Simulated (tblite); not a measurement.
Species: C5H7FO2Si.
Z-matrix (Å and degrees, GFN2-xTB geometry), rows numbered from 1:
```
O 
C   1  1.1994
C   2  1.5198  1  123.73
C   3  1.5035  2  109.46  1   134.61
Si  4  1.8830  3  119.31  2  -134.50
F   5  1.6114  4  105.62  3   -49.85
C   4  1.3309  3  115.37  2    44.01
C   7  1.4968  4  118.11  3    -2.01
O   2  1.3371  1  120.66  3   179.22
H   3  1.0958  2  107.29  1  -106.84
H   3  1.0889  2  109.21  1    10.36
H   5  1.4532  4  111.21  3  -164.33
H   5  1.4541  4  111.89  3    63.59
H   7  1.0767  4  123.40  3  -179.53
H   8  1.0913  7  112.47  4  -159.71
H   8  1.1010  7  110.23  4    78.92
```

Calculated harmonic vibrations of the isolated species, GFN2-xTB (tblite), most abundant isotopes, no scaling. The method is semi-empirical: single wavenumbers can be off by several per cent or more. Modes of hydrogen on silicon can be 10 to 20 % off. One conformer, not necessarily the lowest.

Harmonic wavenumbers (cm⁻¹): 29.2, 80.6, 109.7, 169.8, 224.3, 245.1, 372.8, 427.6, 442.5, 480.6, 530.8, 566.6, 601.8, 633.2, 718.7, 750.7, 785.6, 813.9, 836.4, 848.3, 929.8, 1004.3, 1019.3, 1062.0, 1098.8, 1126.0, 1154.0, 1192.0, 1239.9, 1287.9, 1309.8, 1436.3, 1445.8, 1667.9, 1785.3, 2338.9, 2351.9, 2860.6, 2925.5, 2992.2, 3023.1, 3111.2.

A = 2660, B = 839.5, C = 699.0 MHz; mass 146.020 u (most abundant isotopes); point group C1, symmetry number 1.

Task: Zero-point energy?

Result: Half the sum of the wavenumbers: 24015 cm⁻¹ = 287.29 kJ/mol.

Task: What is S at 298.15 K and 1 bar for an ideal gas of classical rigid rotors and harmonic oscillators?

Result: Translation 171.01, rotation 124.31, vibration 111.22: S = 406.5 J/(mol K).

Task: And Cp and H(298.15 K) − H(0)?

Result: Cp = 152.30 J/(mol K), of which vibrations give 119.05 (their classical limit is 42 R = 349.2); H(298.15 K) − H(0) = 27.20 kJ/mol without the zero-point energy, 17.29 from vibrations.

Task: Which modes carry the vibrational entropy at 298.15 K?

Result: 29.2 cm⁻¹: 24.61; 80.6 cm⁻¹: 16.22; 109.7 cm⁻¹: 13.70; 169.8 cm⁻¹: 10.20; 224.3 cm⁻¹: 8.05; 245.1 cm⁻¹: 7.39 J/(mol K); the other 36 give 31.05 together.

Task: What must be added to the electronic energy to get the Gibbs energy at 298.15 K and 1 bar?

Result: ZPE + [H(298.15 K) − H(0)] − T·S = 287.29 + 27.20 − 121.21 = 193.28 kJ/mol.

Task: Blend soft modes into free rotors: weight 1/[1 + (100 cm⁻¹/ν̃)⁴] for the oscillator and the rest for a rotor with moment μB/(μ + B), μ = h/(8π²ν), B = 10⁻⁴⁴ kg m². What vibrational entropy results?

Result: 100.50 J/(mol K) in place of 111.22, which changes −T·S at 298.15 K by +3.19 kJ/mol.

Task: How do the functions run with temperature in this model?

Result: 
```csv
T (K),S (J/(mol K)),Cp (J/(mol K)),H − H(0) (kJ/mol),G − H(0) (kJ/mol),ln q(vib)
50,251.0,52.8,2.11,-10.43,0.72
100,293.3,71.2,5.22,-24.11,1.85
373.15,443.9,181.1,39.73,-125.91,8.17
500,502.7,220.7,65.33,-186.00,11.16
750,602.9,272.8,127.58,-324.61,16.85
1000,686.1,304.6,200.06,-486.04,22.10
```

q(vib) and H(0) count from the zero-point level.

Hindered rotation and anharmonicity are outside this model. Other conformers, if any are populated, would add a mixing term that is left out. The structure is chiral; the term R ln 2 for an equal mix with its mirror image is left out.

Time: 1.0 s of wall time. Hardware: one thread of an Arm Neoverse N1, shared host with 64 logical CPUs at a one-minute load of 59. This covers the Hessian and the dipole derivatives.
